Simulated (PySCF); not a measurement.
# EuF: frontier orbitals

LDA at R = 2.054 Å; basis Eu x2c-SVPall, F x2c-SVPall; spin-free X2C with a Gaussian nucleus; PySCF 2.14. State: nonet, about 7.0 electrons in the 4f shell (Mulliken). Only the outer orbitals are listed, counted within each symmetry.

```
spin  orbital  occ.  ε (eV)  on Eu (%)   main shells (%)
   α      15σ     1   -3.50        100           87 Eu s
   α       1φ     1   -3.13        100          100 Eu f
   α       1φ     1   -3.13        100          100 Eu f
   α       3δ     1   -3.07        100          100 Eu f
   α       3δ     1   -3.07        100          100 Eu f
   α       8π     1   -2.99         99           98 Eu f
   α       8π     1   -2.99         99           98 Eu f
   α      16σ     1   -2.90         99           92 Eu f
   α       4δ     0   -1.50        100          100 Eu d
   α       4δ     0   -1.50        100          100 Eu d
   α       9π     0   -1.19         99  54 Eu p, 45 Eu d
   β      15σ     0   -2.57        100           91 Eu s
   β       3δ     0   -0.43        100          100 Eu d
   β       3δ     0   -0.43        100          100 Eu d
```

**Question.** Which are the highest filled and the lowest empty level, where do they sit, and how wide is the gap?

**Answer.** Highest filled α 16σ at -2.90 eV (in %: 92 Eu f); lowest empty β 15σ at -2.57 eV (in %: 91 Eu s); the gap at LDA is 0.33 eV.

```json
{"bond order (Mayer)": "1.17", "⟨S²⟩": "20.006", "charge on Eu (Mulliken, basis-dependent)": "0.34", "charge on Eu (Löwdin, basis-dependent)": "0.15", "dipole moment (positive dipole means Eu(−)F(+))": "-3.28 D", "polarisability along the bond": "77.5 bohr³", "polarisability across the bond": "108.1 bohr³"}
```

Spin–orbit coupling is left out. With d or f electrons several states lie close, and the lowest PBE0 determinant need not be the measured ground state.
